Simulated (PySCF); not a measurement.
C3H6AuN, singlet, geometry from GFN2-xTB (such geometries of metal compounds can be far from the true shape) (core potentials on Au). Base run: HF/def2-SVP (PySCF).

Here is a job for PySCF.
```python
from pyscf import gto, scf

mol = gto.Mole()
mol.atom = '''
    Au    0.33812285   -0.00891436   -0.36423373
    C     1.54742819    0.98470568   -1.66999878
    H     2.52722598    0.51934748   -1.76915949
    H     1.73948091    2.01810590   -1.38509477
    H     1.13750367    1.02877346   -2.67809974
    C    -2.61477790   -0.23071187    2.81810239
    N    -1.67929409   -0.44391716    1.80998007
    C    -0.89646282   -0.62598233    0.96768791
    H    -2.48462638    0.77368922    3.22557883
    H    -2.47299843   -0.96732472    3.61108246
    H    -3.62035716   -0.32900520    2.40554756
'''
mol.basis = 'def2-svp'
mol.ecp = {'Au': 'def2-svp'}
mol.verbose = 4
mol.build()

mf = scf.RHF(mol)
mf.kernel()
mo_i, mo_e, stable_i, stable_e = mf.stability(internal=True, external=True, return_status=True, nroots=6, tol=1e-6)
print('internally stable:', stable_i, ' externally stable:', stable_e)
if not stable_e:
    umf = mf.to_uhf() if not hasattr(mf, 'xc') else mf.to_uks()
    umf.scf_summary = {}
    umf.kernel(umf.make_rdm1(mo_e, umf.mo_occ))
mf.analyze()
```

The bond that is stretched is that between atoms 10 and 6. A test that says stable can miss a lower solution.

Each row names what was changed in the base input (with any setting that the change needs).

```json
[
 {"change": "base", "ΔE vs base (mEh)": "0.000", "<S^2>": "0.000", "E after following the instability (Eh)": "-", "<S^2> there": "-", "HOMO-LUMO gap (eV)": "11.24", "stability test says": "stable"},
 {"change": "bond × 1.25", "ΔE vs base (mEh)": "32.176", "<S^2>": "0.000", "E after following the instability (Eh)": "-", "<S^2> there": "-", "HOMO-LUMO gap (eV)": "11.11", "stability test says": "stable"},
 {"change": "bond × 1.5", "ΔE vs base (mEh)": "85.634", "<S^2>": "0.000", "E after following the instability (Eh)": "-306.08115", "<S^2> there": "0.02", "HOMO-LUMO gap (eV)": "10.39", "stability test says": "external instability"},
 {"change": "bond × 1.8", "ΔE vs base (mEh)": "146.0", "<S^2>": "0.000", "E after following the instability (Eh)": "-306.04419", "<S^2> there": "0.68", "HOMO-LUMO gap (eV)": "9.11", "stability test says": "external instability"},
 {"change": "bond × 2.2", "ΔE vs base (mEh)": "209.6", "<S^2>": "0.000", "E after following the instability (Eh)": "-306.03152", "<S^2> there": "0.95", "HOMO-LUMO gap (eV)": "7.75", "stability test says": "external instability"},
 {"change": "bond × 3.0", "ΔE vs base (mEh)": "289.9", "<S^2>": "0.000", "E after following the instability (Eh)": "-306.02824", "<S^2> there": "1.04", "HOMO-LUMO gap (eV)": "5.50", "stability test says": "external instability"}
]
```

Where a bond breaks into two radicals, a solution with restricted orbitals usually stops being the lowest and lies too high; an unrestricted one lies lower at the price of spin contamination, which <S^2> shows.
